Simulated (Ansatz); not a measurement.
Basis-set extrapolation for `C[BH-](C)[n+]1ccccc1` (PBE0-D4/def2-TZVP geometry, frozen core, Ansatz 0.2.0). Multiplicity 1, RHF reference.

```
                      def2-TZVPP   def2-QZVPP
                 HF  -351.333082  -351.348504
    MP2 correlation    -1.472602    -1.564799
CCSD(T) correlation    -1.600515      not run
```

Energies in hartree. Use E(X) = E(∞) + A·exp(−7.88·√X) for Hartree–Fock and E(X) = E(∞) + B·X^(−2.97) for correlation, with X = 3 and 4, and add CCSD(T) minus MP2 of the smaller set to the MP2 limit.

Q: What is the CCSD(T) energy at the basis-set limit?

A: HF limit: -351.348504 + (-0.015422) × 0.13774 = -351.35063. MP2 limit: -1.564799 + (-0.092197) × 0.74074 = -1.63309. Higher-order term: -1.600515 − (-1.472602) = -0.12791. Total: -353.11163 hartree, 111.7 kcal/mol below CCSD(T)/def2-TZVPP.
